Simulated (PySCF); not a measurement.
# Stationary points of H₃TaS

Method: PySCF, PBE0, basis Ta def2-TZVP with ECP60, S def2-TZVP, H def2-TZVP (scalar-relativistic core potentials, no spin–orbit coupling, density fitting).

Relaxations began from a few typed shapes. The search is not exhaustive: other isomers or separated fragments can lie lower, and high-lying points may rest on an excited occupation.

```
   spin  group                                          bonds                                                               angles  imaginary modes (cm⁻¹)  ΔE (kJ/mol)  ΔE with ZPE (kJ/mol)
singlet    C3v                Ta–H 1.774 Å (×3), Ta–S 2.122 Å                               H–Ta–H 114.8° (×3), H–Ta–S 103.3° (×3)                    none          0.0                   0.0
singlet    C2v  Ta–H 1.774 Å (×2), Ta–H 1.853 Å, Ta–S 2.194 Å  H–Ta–H 65.7° (×2), H–Ta–H 131.4°, H–Ta–S 114.3° (×2), H–Ta–S 180.0°              935i, 622i        298.2                     –
```

The lowest minimum found is the singlet C3v: Ta–H 1.774 Å (×3), Ta–S 2.122 Å; H–Ta–H 114.8° (×3), H–Ta–S 103.3° (×3).

For the lowest minimum: stability towards spin polarisation was not tested. With an element this heavy the missing spin–orbit coupling can shift these numbers.
